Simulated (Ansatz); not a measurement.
Stepwise reaction of `[SH][Ge][SH]` with ammonia, as a gas-phase model of exchange steps in deposition or etching. ΔE in kJ/mol.

Program: Ansatz. Geometries: PBE0-D4/def2-TZVP. ΔE: electronic, gas phase. CCSD(T)/CBS adds triple-zeta CCSD(T) − MP2 to the extrapolated MP2 energy (def2 sets, frozen cores). This one scheme is used for every species. Functionals use def2-TZVPP. B3LYP here is the variant with VWN-RPA as its local correlation; programs differ in this. For Ge outer-core shells are correlated without core-valence functions, which leaves a few kJ/mol of doubt a bond. Scalar relativity is left out up to krypton. Each species was taken in one conformer, which may not be the lowest.

```
step                                        reaction  PBE-D4  B3LYP-D4  ωB97M-V  CCSD(T)/CBS
   2  `[NH2][Ge][SH]` + NH₃ → `[NH2][Ge][NH2]` + H₂S    53.9      48.1     43.3         44.7
```

Task: Give the row of step 1, `[SH][Ge][SH]` + NH₃ → `[NH2][Ge][SH]` + H₂S. (Estimate.)

Result: Ansatz gave: 
```csv
step,reaction,PBE-D4,B3LYP-D4,ωB97M-V,CCSD(T)/CBS
1,`[SH][Ge][SH]` + NH₃ → `[NH2][Ge][SH]` + H₂S,41.2,35.5,29.8,32.0
```

Task: By hand: ΔE of the 2 steps together at CCSD(T)/CBS.

Result: (32.0) + (44.7) = 76.7 kJ/mol, or 38.4 kJ/mol a step.

In ΔE each step is higher than the one before. All are uphill at CCSD(T)/CBS. PBE-D4 differs from CCSD(T)/CBS by 9.2 to 9.2 kJ/mol a step. Isolated molecules leave out the surface, adducts and barriers. Largest T1 diagnostic: 0.014.
